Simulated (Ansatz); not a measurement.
Consider the cleavage of the Ge–Al bond: `[NH2][AlH][AlH][GeH3]` + `O[Si](F)(Cl)Cl` → `F[Si](Cl)(Cl)[O][GeH3]` + `[NH2][AlH][AlH2]`.

Computed with Ansatz on PBE0-D4/def2-TZVP structures; ΔE is electronic, products minus reactants. CCSD(T)/CBS adds triple-zeta CCSD(T) − MP2 to the extrapolated MP2 energy (def2 sets, frozen cores). Functionals use def2-TZVPP. For Ge outer-core shells are correlated without core-valence functions, which leaves a few kJ/mol of doubt a bond. Scalar relativity is left out up to krypton. One conformer a species, not always the lowest.

| species | PBE0-D4 energy (Eh) |
| --- | --- |
| `[NH2][AlH][AlH][GeH3]` | -2620.32583 |
| `O[Si](F)(Cl)Cl` | -1385.32320 |
| `F[Si](Cl)(Cl)[O][GeH3]` | -3463.28172 |
| `[NH2][AlH][AlH2]` | -542.36585 |

**Question.** Work out ΔE.

**Answer.** ΔE = (-3463.28172) + (-542.36585) − (-2620.32583) − (-1385.32320) = 0.00146 Eh = +3.8 kJ/mol. CCSD(T)/CBS gives -7.8 kJ/mol.

Largest T1 diagnostic among the species: 0.013.

From BLYP to BHLYP (50 % exact exchange), in def2-TZVPP and without D4, ΔE moves by −13.4 kJ/mol. Leaving LDA and LC-ωPBE aside and taking each functional with its dispersion term where it has one, the values, not all of them listed here, spread over 29.8 kJ/mol, from BHLYP-D4 to PBE-D4. LDA lies +3.3 kJ/mol from PBE without D4. The D4 term adds −5.0 kJ/mol with B3LYP and −2.8 kJ/mol with PBE0; it sums over pairs of atoms, weighted by their polarisabilities, and B3LYP, whose exchange is more repulsive, gets the larger term.

B3LYP here is the variant with VWN-RPA as its local correlation; programs differ in this.
